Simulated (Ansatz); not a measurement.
One change: `[SiH3]OB(Cl)O[SiH3]` becomes `[SiH3]OB(Cl)Cl`.

Ansatz, PBE0-D4/def2-TZVP geometries, multiplicity 1. Each molecule was computed in one conformer, which needn't be the lowest.

```csv
property,`[SiH3]OB(Cl)O[SiH3]`
LUMO energy (ωB97M-V/def2-TZVPP) / eV,1.47
HOMO energy (B3LYP/def2-TZVPP) / eV,-8.88
HOMO energy (PBE/def2-TZVPP) / eV,-7.66
LUMO energy (B3LYP/def2-TZVPP) / eV,-0.35
HOMO–LUMO gap (B3LYP/def2-TZVPP) / eV,8.54
size of the dipole moment (B3LYP/def2-TZVPP) / D,0.08
```

What does the change do to each property? (An estimate is asked.)

The calculation gave: 
```json
{"property": "LUMO energy (ωB97M-V/def2-TZVPP) / eV", "`[SiH3]OB(Cl)Cl`": "1.48", "shift": "0.01"}
{"property": "HOMO energy (B3LYP/def2-TZVPP) / eV", "`[SiH3]OB(Cl)Cl`": "-8.70", "shift": "0.18"}
{"property": "HOMO energy (PBE/def2-TZVPP) / eV", "`[SiH3]OB(Cl)Cl`": "-7.54", "shift": "0.12"}
{"property": "LUMO energy (B3LYP/def2-TZVPP) / eV", "`[SiH3]OB(Cl)Cl`": "-0.79", "shift": "-0.44"}
{"property": "HOMO–LUMO gap (B3LYP/def2-TZVPP) / eV", "`[SiH3]OB(Cl)Cl`": "7.91", "shift": "-0.63"}
{"property": "size of the dipole moment (B3LYP/def2-TZVPP) / D", "`[SiH3]OB(Cl)Cl`": "1.72", "shift": "1.64"}
```

With PBE0 the HOMO rises by 0.17 eV and the LUMO falls by 0.47 eV, so the gap narrows by about 0.64 eV. PBE moves the HOMO by 0.12 eV and ωB97M-V by 0.18 eV. The zero-point energy changes by -76.8 kJ/mol with -12 modes. Dipoles are sizes alone; their direction can turn.

Positive LUMOs are unbound, so they and the gaps depend on the basis.

B3LYP here is the variant with VWN-RPA as its local correlation; programs differ in this.
